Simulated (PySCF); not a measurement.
C2H4NO, SMILES [CH2]C(N)=O, multiplicity 2.

The structure is a stationary point at PBE-D3(BJ)/def2-SVP. The isomer is the one that the SMILES or the coordinates give; other isomers of the formula were not compared. The values are those of a single conformer.

All values below come from TDA-PBE/def2-SVPD (PySCF).

Vertical excitations. The molecule is in vacuum.

Computed excitation energies, oscillator strengths and character:
| state | energy (eV) | λ (nm) | f | main pairs |
|---|---|---|---|---|
| root 1 | 1.69 | 733 | 0.000 | β HOMO→LUMO 100 % |
| root 2 | 2.65 | 467 | 0.013 | β HOMO−1→LUMO 95 % |
| root 3 | 5.58 | 222 | 0.001 | β HOMO−2→LUMO 96 % |
| root 4 | 5.59 | 222 | 0.002 | α HOMO−1→LUMO 24 %, β HOMO→LUMO+1 72 % |
| root 5 | 5.66 | 219 | 0.002 | α HOMO→LUMO 89 % |
| root 6 | 5.70 | 217 | 0.022 | α HOMO−1→LUMO 50 %, α HOMO→LUMO+1 8 %, β HOMO→LUMO+1 19 %, β HOMO−3→LUMO 14 % |
| root 7 | 5.73 | 216 | 0.006 | α HOMO→LUMO+1 28 %, α HOMO−1→LUMO 17 %, β HOMO−3→LUMO 44 %, β HOMO→LUMO+1 7 % |
| root 8 | 5.85 | 212 | 0.000 | α HOMO−1→LUMO+1 71 %, β HOMO→LUMO+2 22 % |
| root 9 | 5.92 | 210 | 0.001 | β HOMO−4→LUMO 98 % |
| root 10 | 6.16 | 201 | 0.000 | α HOMO−2→LUMO 18 %, β HOMO−1→LUMO+1 80 % |
Unrestricted roots are not spin-pure.
